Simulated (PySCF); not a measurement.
Geometry:
```json
{"atom": "Cu1", "x (Å)": "0.000", "y (Å)": "0.000", "z (Å)": "0.000"}
{"atom": "N2", "x (Å)": "-0.007", "y (Å)": "-0.013", "z (Å)": "1.930"}
{"atom": "H3", "x (Å)": "-0.424", "y (Å)": "0.831", "z (Å)": "2.331"}
{"atom": "H4", "x (Å)": "0.934", "y (Å)": "-0.079", "z (Å)": "2.329"}
{"atom": "H5", "x (Å)": "-0.533", "y (Å)": "-0.800", "z (Å)": "2.318"}
{"atom": "N6", "x (Å)": "0.007", "y (Å)": "0.013", "z (Å)": "-1.929"}
{"atom": "H7", "x (Å)": "-0.936", "y (Å)": "0.017", "z (Å)": "-2.329"}
{"atom": "H8", "x (Å)": "0.479", "y (Å)": "-0.802", "z (Å)": "-2.330"}
{"atom": "H9", "x (Å)": "0.480", "y (Å)": "0.833", "z (Å)": "-2.319"}
```

Total charge +1.

Geometry: PBE0-D3(BJ)/def2-SVP; GIAO absolute shieldings from PySCF 2.14, gas phase, non-relativistic, averaged over equivalent atoms.

At B3LYP/pcSseg-1 (pcSseg-2 on Cu) (137 basis functions, 5.9 s wall time on 1 thread of an x86-64 server CPU, shared host):
```csv
atoms,σ (ppm)
Cu1,991.7
N2/N6,260.1
H3/H4/H5/H7/H8/H9,29.24
```

Predict the values at PBE/pcSseg-1 (pcSseg-2 on Cu) on the same geometry.

## Answers


| atoms | σ at PBE/pcSseg-1 (pcSseg-2 on Cu) | change |
| --- | --- | --- |
| Cu1 | 885.6 | -106.1 |
| N2/N6 | 257.4 | -2.7 |
| H3/H4/H5/H7/H8/H9 | 29.09 | -0.15 |

The largest change is at Cu1 (Cu bonded to 2 N). Cost: 137 basis functions, 9.2 s wall time on 1 thread of an x86-64 server CPU, shared host.
